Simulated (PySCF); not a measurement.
# Bi: excitation energy

Bi [Xe] 4f14 5d10 6s2 6p3 (4S) → Bi [Xe] 4f14 5d10 6s1 6p3 6d1 (6D), as a difference of total energies. All numbers are calculated (PySCF 2.14, scalar relativity through the core potential, in aug-cc-pwCVTZ-PP with ECP60MDF (8s7p6d4f1g, 96 functions)). Correlated levels: valence: 5s2 5p6 5d10 frozen. The calculations carry no spin-orbit coupling.

```tsv
method	excitation energy (eV)
UHF	12.968
MP2 (valence)	13.881
SCS-MP2 (valence)	14.183
CCSD (valence)	13.977
CCSD(T) (valence)	14.018
```

**Question.** How much does correlation contribute at CCSD(T) (valence)?

**Answer.** 14.018 − (12.968) = 1.050 eV, measured against UHF.

Spin-orbit coupling is strong in these open shells (close to jj coupling). The scalar numbers leave it out and a first-order estimate fails, so it can dominate the gap to the real levels.

The upper state lies above the first ionisation limit.

The promoted electron is Rydberg-like, and one or two diffuse shells describe it only roughly, which tends to raise the upper state.
